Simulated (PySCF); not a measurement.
PySCF input (HF/def2-TZVPD):

```python
from pyscf import gto, scf, dft

mol = gto.M(
    atom='''
    Si   -0.01185707   -0.37680189   -0.00624924
    Cl    0.18620249    0.91187279   -1.60983213
    Cl   -0.06128382    0.78630284    1.69043708
    N     1.34225610   -1.43493392   -0.17769303
    N    -1.40151617   -1.33058996    0.00059192
    H     2.22458444   -1.09972825    0.21124400
    H    -1.48096819   -2.13309641   -0.60317939
    H    -2.28641434   -1.00226759    0.34884808
    ''',
    basis='def2-tzvpd',
    charge=0,
    spin=1,
    verbose=4,
)

mf = scf.UHF(mol).density_fit(auxbasis='def2-universal-jkfit')
mf.conv_tol = 1e-9
mf.max_cycle = 100
mf.max_memory = 1500
mf.kernel()
if not mf.converged:
    mf = mf.newton()
    mf.kernel(mf.make_rdm1())
for _ in range(2):
    mo, _, stable, _ = mf.stability(return_status=True)
    if stable:
        break
    mf.kernel(mf.make_rdm1(mo, mf.mo_occ))
mf.analyze()
```

Output:

```
PySCF version 2.14.0

[INPUT] verbose = 4
[INPUT] num. atoms = 8
[INPUT] num. electrons = 65
[INPUT] charge = 0
[INPUT] spin (= nelec alpha-beta = 2S) = 1
[INPUT] symmetry False subgroup None
[INPUT] Mole.unit = angstrom
[INPUT] Symbol           X                Y                Z      unit          X                Y                Z       unit  Magmom
[INPUT]  1 Si    -0.011857070000  -0.376801890000  -0.006249240000 AA   -0.022406614940  -0.712052375318  -0.011809352087 Bohr   0.0
[INPUT]  2 Cl     0.186202490000   0.911872790000  -1.609832130000 AA    0.351871709812   1.723189833543  -3.042141832225 Bohr   0.0
[INPUT]  3 Cl    -0.061283820000   0.786302840000   1.690437080000 AA   -0.115809635667   1.485897018568   3.194463112009 Bohr   0.0
[INPUT]  4 N      1.342256100000  -1.434933920000  -0.177693030000 AA    2.536496418027  -2.711632115649  -0.335791160944 Bohr   0.0
[INPUT]  5 N     -1.401516170000  -1.330589960000   0.000591920000 AA   -2.648481720449  -2.514450608496   0.001118566688 Bohr   0.0
[INPUT]  6 H      2.224584440000  -1.099728250000   0.211244000000 AA    4.203855332569  -2.078185203947   0.399193305458 Bohr   0.0
[INPUT]  7 H     -1.480968190000  -2.133096410000  -0.603179390000 AA   -2.798624278293  -4.030968012193  -1.139843851082 Bohr   0.0
[INPUT]  8 H     -2.286414340000  -1.002267590000   0.348848080000 AA   -4.320696909878  -1.894011248628   0.659227330280 Bohr   0.0

nuclear repulsion = 359.417856673027
number of shells = 88
number of NR pGTOs = 350
number of NR cGTOs = 236
basis = def2-tzvpd
ecp = {}

******** <class 'pyscf.df.df_jk.DFUHF'> ********
method = DFUHF
initial guess = minao
damping factor = 0
level_shift factor = 0
DIIS = <class 'pyscf.scf.diis.CDIIS'>
diis_start_cycle = 1
diis_space = 8
diis_damp = 0
SCF conv_tol = 1e-09
SCF conv_tol_grad = None
SCF max_cycles = 100
direct_scf = False
number electrons alpha = 33  beta = 32
Set gradient conv threshold to 3.16228e-05
******** <class 'pyscf.df.df.DF'> ********
auxbasis = def2-universal-jkfit
init E= -1319.17351169243
  alpha nocc = 33  HOMO = -0.259628806836297  LUMO = 0.0290747632052728
  beta  nocc = 32  HOMO = -0.317100601995912  LUMO = -0.25962880683629

WARN: HOMO -0.259628806836297 >= LUMO -0.25962880683629

cycle= 1 E= -1318.70305239852  delta_E= 0.47  |g|= 0.338  |ddm|= 1.57
  alpha nocc = 33  HOMO = -0.446631109983264  LUMO = 0.0449072525666047
  beta  nocc = 32  HOMO = -0.432983916362474  LUMO = -0.0218831633079759
  HOMO = -0.432983916362  LUMO = -0.021883163308  gap/eV = 11.18662
cycle= 2 E= -1318.78061674876  delta_E= -0.0776  |g|= 0.149  |ddm|= 0.409
  alpha nocc = 33  HOMO = -0.435790802270236  LUMO = 0.049905654275491
  beta  nocc = 32  HOMO = -0.414980983333457  LUMO = 0.0326830023254481
  HOMO = -0.414980983333  LUMO = 0.0326830023254  gap/eV = 12.18156
cycle= 3 E= -1318.79444094157  delta_E= -0.0138  |g|= 0.0502  |ddm|= 0.161
  alpha nocc = 33  HOMO = -0.436188524508523  LUMO = 0.0500607839908712
  beta  nocc = 32  HOMO = -0.427090824577614  LUMO = 0.0438459313534823
[...]
  beta  nocc = 32  HOMO = -0.431033347226447  LUMO = 0.0463017980856609
  HOMO = -0.431033347226  LUMO = 0.0463017980857  gap/eV = 12.98895
Extra cycle  E= -1318.79761404723  delta_E= -7.28e-11  |g|= 4.23e-06  |ddm|= 8.18e-06
converged SCF energy = -1318.79761404723  <S^2> = 0.75933674  2S+1 = 2.009315
uhf_internal: lowest eigs of H = [0.08907788 0.4043495  0.47669161]
<class 'pyscf.df.df_jk.DFUHF'> wavefunction is stable in the internal stability analysis
**** SCF Summaries ****
Total Energy =                       -1318.797614047231036
Nuclear Repulsion Energy =             359.417856673026677
One-electron Energy =                -2538.622572989881064
Two-electron Energy =                  860.407102269623238
Two-electron Coulomb Energy =          950.404000143431972
DFT Exchange-Correlation Energy =      -89.996897873808734
HOMO-LUMO gap [eV] =                    12.988950900000562
**** MO energy ****
                             alpha | beta                alpha | beta
MO #1   energy= -104.837133212365  | -104.837129877288  occ= 1 | 1
MO #2   energy= -104.829206117401  | -104.828723318095  occ= 1 | 1
MO #3   energy= -68.8689266334681  | -68.869451245273   occ= 1 | 1
MO #4   energy= -15.6027479748885  | -15.5729337712995  occ= 1 | 1
MO #5   energy= -15.5621391903471  | -15.561725650967   occ= 1 | 1
MO #6   energy= -10.5668782373308  | -10.5668783577771  occ= 1 | 1
MO #7   energy= -10.5589521955287  | -10.5584793456586  occ= 1 | 1
MO #8   energy= -8.03353623263152  | -8.03356440871498  occ= 1 | 1
MO #9   energy= -8.0326062181203   | -8.03258419041405  occ= 1 | 1
MO #10  energy= -8.03253726424598  | -8.03250414608278  occ= 1 | 1
MO #11  energy= -8.02596719417916  | -8.0250319979128   occ= 1 | 1
MO #12  energy= -8.02482286352638  | -8.02425083327374  occ= 1 | 1
MO #13  energy= -8.02452709783085  | -8.02370355446285  occ= 1 | 1
MO #14  energy= -6.20751013932875  | -6.20826642765871  occ= 1 | 1
MO #15  energy= -4.31593629533081  | -4.31637053021019  occ= 1 | 1
MO #16  energy= -4.31520627159727  | -4.31594365020655  occ= 1 | 1
MO #17  energy= -4.3143292208585   | -4.31524595762344  occ= 1 | 1
MO #18  energy= -1.19380451526173  | -1.17472206150958  occ= 1 | 1
MO #19  energy= -1.15542224251392  | -1.11401043229951  occ= 1 | 1
MO #20  energy= -1.10833904911527  | -1.08930126730766  occ= 1 | 1
MO #21  energy= -1.09031462713266  | -1.04453842421552  occ= 1 | 1
MO #22  energy= -0.733158736186311 | -0.725240766632273 occ= 1 | 1
MO #23  energy= -0.693065502942844 | -0.692477887418292 occ= 1 | 1
MO #24  energy= -0.62331407732711  | -0.603554804235868 occ= 1 | 1
MO #25  energy= -0.604905882567517 | -0.593370180411348 occ= 1 | 1
MO #26  energy= -0.576157107482266 | -0.554637424782378 occ= 1 | 1
MO #27  energy= -0.527339987425745 | -0.501885458566785 occ= 1 | 1
MO #28  energy= -0.511128219004339 | -0.490207668648    occ= 1 | 1
MO #29  energy= -0.491114236749525 | -0.477095886131554 occ= 1 | 1
MO #30  energy= -0.475675729445    | -0.45992870332108  occ= 1 | 1
MO #31  energy= -0.467133006851228 | -0.440393628266994 occ= 1 | 1
MO #32  energy= -0.456719835384194 | -0.431033347226447 occ= 1 | 1
MO #33  energy= -0.432632661551833 | 0.0463017980856609 occ= 1 | 0
MO #34  energy= 0.0493251245465077 | 0.0502364268383818 occ= 0 | 0
MO #35  energy= 0.0718345673989234 | 0.0735575750348631 occ= 0 | 0
MO #36  energy= 0.0753588399157303 | 0.0772940590817173 occ= 0 | 0
MO #37  energy= 0.0804461903877448 | 0.0823056334394202 occ= 0 | 0
MO #38  energy= 0.0996091993333802 | 0.10005636844199   occ= 0 | 0
MO #39  energy= 0.103259156844999  | 0.103405511132486  occ= 0 | 0
MO #40  energy= 0.106561297341536  | 0.108480186808597  occ= 0 | 0
MO #41  energy= 0.119172482725766  | 0.12045366434432   occ= 0 | 0
MO #42  energy= 0.137733765957803  | 0.140433741310302  occ= 0 | 0
MO #43  energy= 0.157669130973167  | 0.159661864108906  occ= 0 | 0
MO #44  energy= 0.165995618331194  | 0.174108824522369  occ= 0 | 0
MO #45  energy= 0.174234338633855  | 0.177452248390821  occ= 0 | 0
MO #46  energy= 0.181825797413601  | 0.184042952761354  occ= 0 | 0
MO #47  energy= 0.19994340991984   | 0.203708298699818  occ= 0 | 0
MO #48  energy= 0.207258207277567  | 0.20913018385312   occ= 0 | 0
MO #49  energy= 0.212848902611963  | 0.216065193594985  occ= 0 | 0
MO #50  energy= 0.225037192383125  | 0.233657539503771  occ= 0 | 0
MO #51  energy= 0.237196015134652  | 0.239698114727664  occ= 0 | 0
MO #52  energy= 0.245269125328642  | 0.247767552705074  occ= 0 | 0
MO #53  energy= 0.25120732389343   | 0.256841248009157  occ= 0 | 0
MO #54  energy= 0.273170961049232  | 0.274624450144887  occ= 0 | 0
MO #55  energy= 0.273981084526879  | 0.275476960775784  occ= 0 | 0
MO #56  energy= 0.2851841578509    | 0.286129741883781  occ= 0 | 0
MO #57  energy= 0.287513278849123  | 0.289080025139074  occ= 0 | 0
MO #58  energy= 0.296015323883481  | 0.297091106148355  occ= 0 | 0
MO #59  energy= 0.306954079557874  | 0.316698052897326  occ= 0 | 0
MO #60  energy= 0.318132862805679  | 0.323263868521679  occ= 0 | 0
MO #61  energy= 0.326209217575302  | 0.327467983406208  occ= 0 | 0
MO #62  energy= 0.332989055615732  | 0.336662510506112  occ= 0 | 0
MO #63  energy= 0.337318746802941  | 0.34090231199297   occ= 0 | 0
MO #64  energy= 0.340040543871282  | 0.34228662703402   occ= 0 | 0
MO #65  energy= 0.354440665163896  | 0.355721778876485  occ= 0 | 0
MO #66  energy= 0.363480874666888  | 0.368728313877962  occ= 0 | 0
MO #67  energy= 0.378249522184315  | 0.380173482331752  occ= 0 | 0
MO #68  energy= 0.379588779679938  | 0.382045644878896  occ= 0 | 0
MO #69  energy= 0.386630881580759  | 0.396240365754084  occ= 0 | 0
MO #70  energy= 0.398261151132425  | 0.40053945435357   occ= 0 | 0
MO #71  energy= 0.40419792991985   | 0.408598359797118  occ= 0 | 0
MO #72  energy= 0.410020846087561  | 0.415711086993616  occ= 0 | 0
MO #73  energy= 0.417165630656886  | 0.418995550518061  occ= 0 | 0
MO #74  energy= 0.43159169867166   | 0.436202410244864  occ= 0 | 0
MO #75  energy= 0.441973621822133  | 0.442817205775939  occ= 0 | 0
MO #76  energy= 0.459106681300049  | 0.467576306535542  occ= 0 | 0
MO #77  energy= 0.473529834288065  | 0.482493766062018  occ= 0 | 0
MO #78  energy= 0.495618154588296  | 0.497142690523864  occ= 0 | 0
MO #79  energy= 0.51320872292195   | 0.51825959319354   occ= 0 | 0
MO #80  energy= 0.519156917163245  | 0.52209391054274   occ= 0 | 0
MO #81  energy= 0.541788306666958  | 0.545149046361135  occ= 0 | 0
MO #82  energy= 0.55369676798076   | 0.555307089067589  occ= 0 | 0
MO #83  energy= 0.574354597832207  | 0.576311972405795  occ= 0 | 0
MO #84  energy= 0.582066955327142  | 0.585011436669837  occ= 0 | 0
MO #85  energy= 0.594075166652969  | 0.601136605578895  occ= 0 | 0
MO #86  energy= 0.599093896338725  | 0.603882863462929  occ= 0 | 0
MO #87  energy= 0.619669014492947  | 0.623568460030154  occ= 0 | 0
MO #88  energy= 0.642322308605071  | 0.646028308983358  occ= 0 | 0
MO #89  energy= 0.661766172286664  | 0.667585317059704  occ= 0 | 0
MO #90  energy= 0.68701975302905   | 0.690754413090196  occ= 0 | 0
MO #91  energy= 0.694028533563362  | 0.700918853042346  occ= 0 | 0
MO #92  energy= 0.741836514220231  | 0.74646497246535   occ= 0 | 0
MO #93  energy= 0.755483010776241  | 0.762677243015417  occ= 0 | 0
MO #94  energy= 0.761412056382925  | 0.767813983151788  occ= 0 | 0
MO #95  energy= 0.771347215660996  | 0.776397164544295  occ= 0 | 0
MO #96  energy= 0.776960313052428  | 0.783162471751001  occ= 0 | 0
MO #97  energy= 0.781292388535756  | 0.786256196017461  occ= 0 | 0
MO #98  energy= 0.798956373294509  | 0.8046052994587    occ= 0 | 0
MO #99  energy= 0.805754932800863  | 0.808904068948695  occ= 0 | 0
MO #100 energy= 0.812732857233152  | 0.818958684517264  occ= 0 | 0
MO #101 energy= 0.827175154340893  | 0.829514292512817  occ= 0 | 0
MO #102 energy= 0.838316808928942  | 0.84175512671794   occ= 0 | 0
MO #103 energy= 0.842908013968155  | 0.849746774539957  occ= 0 | 0
MO #104 energy= 0.862726068054545  | 0.870022631568963  occ= 0 | 0
[...]
```

It need not be the lowest isomer of its formula.
